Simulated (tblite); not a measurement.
Record of a relaxation.

Species: C5H7Cl2FGe.
SMILES with atom numbers: `[CH2:1]=[C:2]([GeH3:3])[C:4](=[CH2:5])[C:6]([F:7])([Cl:8])[Cl:9]` (hydrogens: H10, H11 on C1; H12, H13, H14 on Ge3; H15, H16 on C5)

Computed with GFN2-xTB (tblite), gas phase: L-BFGS steps from a force-field or distance-geometry start until the largest atomic force falls under 0.01 eV/Å. 9 of its 82 geometries are shown.

Step 0: E = -814.9370 eV, largest atomic force 2.248 eV/Å
```
atom  x, y, z in Å  |  force x, y, z in eV/Å
C1     -0.510   -1.166    1.311   -0.835  -0.154   0.237
C2     -0.502   -0.271    0.325    0.569  -0.236   0.230
Ge3    -2.198    0.349   -0.318   -1.308   0.040  -0.185
C4      0.707    0.259   -0.278    0.121  -0.255   0.892
C5      0.704    1.142   -1.244   -0.479   1.540  -1.566
C6      2.048   -0.201    0.196    0.152  -0.176  -0.523
F7      3.041    0.438   -0.523   -0.261  -0.845   0.811
Cl8     2.084   -1.969   -0.104    0.585  -0.121  -0.378
Cl9     2.337    0.020    1.915    0.254   0.430   0.186
H10     0.357   -1.592    1.769    0.051  -0.095   0.144
H11    -1.485   -1.498    1.697    0.563   0.091  -0.147
H12    -2.711    1.476    0.620    0.123  -0.514  -0.530
H13    -2.139    0.838   -1.766   -0.267  -0.135   0.428
H14    -3.135   -0.898   -0.258    0.323   0.773   0.021
H15    -0.222    1.555   -1.673    0.641  -0.310   0.324
H16     1.617    1.528   -1.680   -0.232  -0.032   0.056
```

Step 10: E = -815.2192 eV, largest atomic force 0.195 eV/Å
```
atom  x, y, z in Å  |  force x, y, z in eV/Å
C1     -0.520   -1.164    1.316    0.057   0.028  -0.051
C2     -0.482   -0.264    0.332   -0.158  -0.020  -0.112
Ge3    -2.239    0.333   -0.324   -0.095   0.045  -0.026
C4      0.731    0.275   -0.275   -0.050  -0.010   0.065
C5      0.712    1.183   -1.250    0.057  -0.006  -0.029
C6      2.061   -0.244    0.193    0.018  -0.062  -0.081
F7      3.089    0.331   -0.463    0.096   0.113  -0.052
Cl8     2.196   -1.996   -0.160   -0.004  -0.029   0.111
Cl9     2.347    0.082    1.925   -0.008  -0.037  -0.002
H10     0.346   -1.587    1.788    0.102  -0.044   0.064
H11    -1.468   -1.516    1.690   -0.030   0.018  -0.023
H12    -2.754    1.439    0.546   -0.003  -0.034  -0.061
H13    -2.248    0.825   -1.740   -0.074  -0.054   0.032
H14    -3.187   -0.821   -0.235    0.021   0.067   0.048
H15    -0.204    1.574   -1.653   -0.046   0.005   0.103
H16     1.612    1.559   -1.701    0.117   0.020   0.013
```

Step 20: E = -815.2374 eV, largest atomic force 0.122 eV/Å
```
atom  x, y, z in Å  |  force x, y, z in eV/Å
C1     -0.515   -1.163    1.291   -0.022  -0.013   0.025
C2     -0.484   -0.276    0.296   -0.119  -0.013   0.025
Ge3    -2.257    0.332   -0.334    0.037   0.019  -0.041
C4      0.741    0.259   -0.290   -0.085  -0.017   0.077
C5      0.732    1.195   -1.238   -0.007   0.023  -0.003
C6      2.069   -0.263    0.183    0.042   0.016   0.001
F7      3.092    0.328   -0.473    0.079  -0.017  -0.030
Cl8     2.233   -2.017   -0.115   -0.015  -0.017   0.000
Cl9     2.352    0.082    1.919   -0.028   0.019  -0.028
H10     0.355   -1.570    1.776    0.014  -0.027  -0.007
H11    -1.464   -1.514    1.672    0.022   0.011  -0.034
H12    -2.766    1.454    0.514    0.049   0.021  -0.012
H13    -2.323    0.787   -1.759    0.008  -0.039   0.003
H14    -3.214   -0.801   -0.181   -0.002  -0.033   0.039
H15    -0.197    1.605   -1.597    0.028   0.013  -0.007
H16     1.637    1.573   -1.677    0.001   0.054  -0.009
```

Step 30: E = -815.2532 eV, largest atomic force 0.130 eV/Å
```
atom  x, y, z in Å  |  force x, y, z in eV/Å
C1     -0.526   -1.184    1.263    0.034  -0.038   0.012
C2     -0.491   -0.290    0.273   -0.061  -0.086  -0.007
Ge3    -2.262    0.315   -0.353    0.086   0.026  -0.015
C4      0.737    0.261   -0.298   -0.074  -0.050   0.044
C5      0.736    1.247   -1.195   -0.017  -0.019   0.015
C6      2.066   -0.277    0.163    0.020   0.063   0.048
F7      3.100    0.271   -0.514   -0.024   0.027  -0.030
Cl8     2.219   -2.037   -0.061   -0.033  -0.071  -0.040
Cl9     2.337    0.139    1.885    0.023   0.004   0.044
H10     0.345   -1.593    1.744    0.015   0.000   0.035
H11    -1.473   -1.549    1.642    0.067   0.068  -0.088
H12    -2.663    1.527    0.427   -0.032   0.012  -0.058
H13    -2.375    0.645   -1.812    0.033  -0.045   0.062
H14    -3.218   -0.790   -0.037   -0.019   0.064  -0.004
H15    -0.190    1.677   -1.540    0.037   0.005   0.015
H16     1.651    1.646   -1.597   -0.057   0.040  -0.033
```

Step 40: E = -815.2745 eV, largest atomic force 0.262 eV/Å
```
atom  x, y, z in Å  |  force x, y, z in eV/Å
C1     -0.513   -1.238    1.244   -0.028   0.066   0.011
C2     -0.486   -0.330    0.266   -0.057   0.000   0.007
Ge3    -2.237    0.304   -0.369    0.036   0.013  -0.015
C4      0.728    0.261   -0.290   -0.053  -0.016   0.068
C5      0.708    1.298   -1.127   -0.010  -0.003   0.002
C6      2.058   -0.292    0.146    0.042   0.256   0.040
F7      3.084    0.237   -0.558    0.006   0.028  -0.094
Cl8     2.181   -2.044   -0.040    0.041  -0.221  -0.098
Cl9     2.372    0.164    1.855   -0.012  -0.022   0.085
H10     0.357   -1.623    1.752   -0.115  -0.002  -0.037
H11    -1.472   -1.611    1.581    0.140  -0.012   0.035
H12    -2.561    1.639    0.221    0.021   0.032  -0.035
H13    -2.351    0.423   -1.855    0.007  -0.021  -0.013
H14    -3.259   -0.664    0.123   -0.034  -0.017  -0.010
H15    -0.225    1.738   -1.450    0.030  -0.044   0.055
H16     1.608    1.748   -1.511   -0.016  -0.039  -0.002
```

Step 51: E = -815.2955 eV, largest atomic force 0.069 eV/Å
```
atom  x, y, z in Å  |  force x, y, z in eV/Å
C1     -0.515   -1.253    1.267    0.004   0.012   0.006
C2     -0.501   -0.326    0.310    0.042  -0.006  -0.026
Ge3    -2.225    0.312   -0.390   -0.020  -0.026   0.023
C4      0.714    0.270   -0.239    0.025   0.043  -0.025
C5      0.677    1.306   -1.078   -0.029  -0.009  -0.011
C6      2.060   -0.277    0.147    0.006   0.027   0.013
F7      3.052    0.280   -0.584    0.024   0.016   0.040
Cl8     2.188   -2.034   -0.121   -0.002  -0.040  -0.012
Cl9     2.427    0.107    1.861   -0.007  -0.039  -0.028
H10     0.364   -1.639    1.754    0.007  -0.007  -0.005
H11    -1.453   -1.662    1.605   -0.037   0.017   0.032
H12    -2.496    1.719    0.047   -0.004  -0.018  -0.017
H13    -2.287    0.284   -1.884   -0.008  -0.018   0.002
H14    -3.306   -0.564    0.157    0.022   0.016   0.000
H15    -0.269    1.727   -1.373   -0.011   0.064  -0.022
H16     1.561    1.760   -1.492   -0.013  -0.031   0.030
```

Step 61: E = -815.3005 eV, largest atomic force 0.061 eV/Å
```
atom  x, y, z in Å  |  force x, y, z in eV/Å
C1     -0.513   -1.250    1.275   -0.003   0.000   0.006
C2     -0.498   -0.326    0.315    0.004  -0.004  -0.006
Ge3    -2.222    0.299   -0.395   -0.011  -0.007  -0.006
C4      0.712    0.274   -0.240    0.008   0.031   0.038
C5      0.670    1.320   -1.065    0.009   0.022  -0.029
C6      2.060   -0.274    0.138    0.002  -0.029   0.037
F7      3.058    0.299   -0.571   -0.009   0.020   0.022
Cl8     2.184   -2.026   -0.170   -0.001  -0.055  -0.027
Cl9     2.422    0.058    1.865   -0.012  -0.002  -0.039
H10     0.363   -1.653    1.753    0.023   0.020  -0.002
H11    -1.454   -1.641    1.631   -0.020   0.005  -0.011
H12    -2.476    1.727   -0.031   -0.021   0.021   0.009
H13    -2.294    0.203   -1.886    0.011  -0.016   0.002
H14    -3.312   -0.534    0.193    0.008  -0.011   0.017
H15    -0.267    1.768   -1.351   -0.028  -0.018  -0.005
H16     1.558    1.766   -1.474    0.040   0.022  -0.005
```

Step 71: E = -815.3032 eV, largest atomic force 0.021 eV/Å
```
atom  x, y, z in Å  |  force x, y, z in eV/Å
C1     -0.511   -1.235    1.280   -0.007  -0.008   0.003
C2     -0.497   -0.311    0.320   -0.004  -0.011   0.000
Ge3    -2.226    0.297   -0.393    0.007   0.004  -0.014
C4      0.715    0.283   -0.237   -0.002   0.006   0.020
C5      0.676    1.325   -1.067    0.003   0.011  -0.009
C6      2.058   -0.279    0.140    0.006   0.002   0.015
F7      3.063    0.312   -0.544    0.000  -0.003  -0.012
Cl8     2.175   -2.024   -0.222   -0.011   0.005   0.005
Cl9     2.413    0.008    1.872    0.007  -0.010   0.001
H10     0.366   -1.639    1.755    0.001   0.003   0.001
H11    -1.454   -1.620    1.638   -0.001  -0.008   0.002
H12    -2.499    1.729   -0.054   -0.004  -0.004  -0.010
H13    -2.285    0.164   -1.882   -0.011   0.005   0.012
H14    -3.304   -0.539    0.213    0.008  -0.005   0.003
H15    -0.264    1.766   -1.355   -0.006   0.004  -0.005
H16     1.566    1.772   -1.473    0.012   0.008  -0.012
```

Step 81: E = -815.3037 eV, largest atomic force 0.007 eV/Å
```
atom  x, y, z in Å  |  force x, y, z in eV/Å
C1     -0.512   -1.234    1.279   -0.001   0.002   0.003
C2     -0.496   -0.307    0.321    0.001  -0.001   0.001
Ge3    -2.225    0.295   -0.396    0.001   0.003  -0.003
C4      0.717    0.290   -0.231    0.000  -0.001   0.003
C5      0.679    1.331   -1.064    0.000   0.001  -0.001
C6      2.058   -0.278    0.142    0.001   0.002   0.002
F7      3.064    0.310   -0.543   -0.002  -0.004  -0.004
Cl8     2.162   -2.023   -0.227   -0.001   0.006  -0.002
Cl9     2.421   -0.004    1.875    0.002   0.000  -0.001
H10     0.366   -1.634    1.756    0.002   0.001   0.000
H11    -1.453   -1.625    1.633   -0.003   0.002  -0.005
H12    -2.504    1.731   -0.074    0.001  -0.007   0.001
H13    -2.296    0.148   -1.883    0.002  -0.002   0.002
H14    -3.296   -0.538    0.227   -0.005  -0.002   0.000
H15    -0.261    1.770   -1.354   -0.001   0.002   0.002
H16     1.569    1.778   -1.472    0.004  -0.004   0.002
```

Question: Summarise the path.

Answer: The energy falls by 0.3667 eV from step 0 to step 81; nine tenths of that is first reached at step 38. It rises by more than 0.2 meV at step 43. The largest force goes from 2.248 to 0.007 eV/Å. Among the bonds Ge3–H14 changes most, from 1.561 to 1.492 Å; the atoms move by 0.347 Å rms after alignment.

Question: Follow the three bonds and two angles with the largest change from start to end.

Answer: 
| step | E above end (eV) | largest force (eV/Å) | Ge3–H14 (Å) | Ge3–H12 (Å) | C2–Ge3 (Å) | C4–C6–Cl8 (°) | F7–C6–Cl8 (°) |
| --- | --- | --- | --- | --- | --- | --- | --- |
| 0 | 0.3667 | 2.248 | 1.561 | 1.553 | 1.917 | 105.5 | 110.7 |
| 4 | 0.1345 | 0.484 | 1.475 | 1.487 | 1.972 | 109.3 | 108.1 |
| 7 | 0.1020 | 0.220 | 1.489 | 1.488 | 1.946 | 110.1 | 105.5 |
| 11 | 0.0801 | 0.203 | 1.494 | 1.497 | 1.977 | 110.2 | 105.6 |
| 14 | 0.0733 | 0.115 | 1.493 | 1.494 | 1.977 | 110.6 | 106.2 |
| 18 | 0.0687 | 0.068 | 1.493 | 1.496 | 1.976 | 111.2 | 106.1 |
| 21 | 0.0649 | 0.089 | 1.492 | 1.495 | 1.976 | 111.9 | 106.2 |
| 25 | 0.0604 | 0.108 | 1.495 | 1.496 | 1.970 | 112.3 | 105.7 |
| 28 | 0.0553 | 0.134 | 1.493 | 1.497 | 1.975 | 112.8 | 105.4 |
| 32 | 0.0463 | 0.125 | 1.496 | 1.496 | 1.967 | 112.5 | 106.0 |
| 35 | 0.0405 | 0.087 | 1.494 | 1.496 | 1.966 | 112.2 | 105.7 |
| 39 | 0.0336 | 0.188 | 1.490 | 1.496 | 1.970 | 113.1 | 106.0 |
| 42 | 0.0207 | 0.134 | 1.491 | 1.493 | 1.963 | 112.8 | 106.3 |
| 46 | 0.0138 | 0.088 | 1.490 | 1.496 | 1.968 | 112.9 | 105.7 |
| 49 | 0.0101 | 0.074 | 1.494 | 1.499 | 1.969 | 112.9 | 105.6 |
| 53 | 0.0068 | 0.058 | 1.492 | 1.498 | 1.968 | 112.5 | 105.8 |
| 56 | 0.0052 | 0.056 | 1.492 | 1.498 | 1.969 | 112.5 | 105.9 |
| 60 | 0.0037 | 0.061 | 1.493 | 1.495 | 1.966 | 112.2 | 106.0 |
| 63 | 0.0022 | 0.063 | 1.491 | 1.496 | 1.968 | 112.2 | 105.9 |
| 67 | 0.0011 | 0.035 | 1.494 | 1.496 | 1.965 | 112.1 | 106.1 |
| 70 | 0.0006 | 0.028 | 1.493 | 1.497 | 1.966 | 111.9 | 106.1 |
| 74 | 0.0003 | 0.017 | 1.493 | 1.497 | 1.967 | 111.8 | 106.0 |
| 77 | 0.0001 | 0.018 | 1.493 | 1.497 | 1.966 | 111.7 | 106.0 |
| 81 | 0.0000 | 0.007 | 1.492 | 1.497 | 1.966 | 111.7 | 106.1 |

What follows is the cost of the whole relaxation. Time: 1.1 s. Hardware: one thread, Intel Xeon at 2.70 GHz (x86_64), shared host.
